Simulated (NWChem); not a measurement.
System: CoHOF, quartet; SMILES [OH][Co][F]

```xyz
4

Co     0.0106     0.0167     0.0000
F     -0.0049     1.7365     0.0000
O      0.0493    -1.7125     0.0000
H     -0.6384    -2.3799     0.0000
```
Atoms are numbered in this order, from 1.

Results from NWChem. Pople sets run with spherical d functions. Spin-unrestricted. Geometry: optimised at PBE0/def2-SVP, spin-unrestricted. The spin multiplicity was typed, not searched, and may not be the lowest. No stability test was run on the SCF state. Level M06-2X/6-31G*: energy and gradient on several grids; changes count from the extra-fine grid, which is no exact limit either.

```tsv
grid	size of the energy change (μHa)	largest change of a gradient component (μHa/bohr)
xcoarse	30000	3000
coarse	2000	1000
medium	< 10	100
fine	< 10	70
xfine	< 10	< 30
```
